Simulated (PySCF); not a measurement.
GeSe, SMILES [Ge]=[Se] (connectivity only; charge and spin as stated), neutral, multiplicity 1.

Geometry: B3LYP-D3(BJ)/def2-TZVP.

Level of theory: TDDFT-PBE/def2-TZVPD in PySCF.

Vertical excitations; the highest root listed may be one member of a degenerate set.  State labels are in the subgroup C2v.

| state | symmetry | energy (eV) | λ (nm) | f | main pairs |
|---|---|---|---|---|---|
| S1 | A2 | 3.38 | 367 | 0.000 | HOMO−1→LUMO+1 50 %, HOMO→LUMO 50 % |
| S2 | A2 | 3.61 | 344 | 0.000 | HOMO→LUMO, HOMO−1→LUMO+1 (degenerate set) |
| S3 | A1 | 3.61 | 344 | 0.000 | HOMO→LUMO+1, HOMO−1→LUMO (degenerate set) |
| S4 | B1 | 3.85 | 322 | 0.009 | HOMO−2→LUMO (degenerate set) |
| S5 | B2 | 3.85 | 322 | 0.009 | HOMO−2→LUMO+1 (degenerate set) |
| S6 | A1 | 5.14 | 241 | 0.117 | HOMO−1→LUMO 42 %, HOMO→LUMO+1 42 %, HOMO−2→LUMO+2 15 % |
| S7 | B2 | 6.44 | 192 | 0.029 | HOMO→LUMO+2 (degenerate set) |
| S8 | B1 | 6.44 | 192 | 0.029 | HOMO−1→LUMO+2 (degenerate set) |
| S9 | B1 | 6.88 | 180 | 0.145 | HOMO−1→LUMO+3 (degenerate set) |
| S10 | B2 | 6.88 | 180 | 0.145 | HOMO→LUMO+3 (degenerate set) |
| T1 | A1 | 2.66 | 466 | 0 | HOMO→LUMO+1 50 %, HOMO−1→LUMO 50 % |
| T2 | A2 | 2.94 | 422 | 0 | HOMO−1→LUMO+1, HOMO→LUMO (degenerate set) |
| T3 | A1 | 2.94 | 422 | 0 | HOMO−1→LUMO, HOMO→LUMO+1 (degenerate set) |
| T4 | B2 | 3.02 | 410 | 0 | HOMO−2→LUMO+1 99 % |
Triplets are in the Tamm–Dancoff approximation, which puts them higher than full response would, so one can lie above its singlet here.
